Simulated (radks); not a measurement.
The numbers below are computed, except where a source is named.
Q: These are the eigenvalues of the occupied orbitals of an atom or ion with whole-number occupations (hartree). Code: a radial shooting solver on a logarithmic mesh with Libxc functionals. Model: non-relativistic Kohn-Sham, LDA (Slater exchange, Perdew-Wang correlation), spin-polarised, spherical densities, point nucleus.

1s up: -114.3235
1s down: -114.3150
2s up: -11.30653
2s down: -11.29750
2p up: -8.95834
2p down: -8.94716
3s up: -1.35477
3s down: -1.31700
3p up: -0.83264
3p down: -0.79787

Which element is it, and in what charge state? The configuration may be excited. Open shells, if any, are filled with parallel spins first.

A: Z = 18, argon, charge +1: Ar+ in [Ne] 3s2 3p5. The list shows which subshells hold electrons but not how many an open one holds; the 1s level, -114.32 hartree, gives Z - s = 15.1 by -(Z - s)^2/2, which with screening narrows Z to a few neighbours, and the depths of the outer levels then fix element, charge and occupations together.
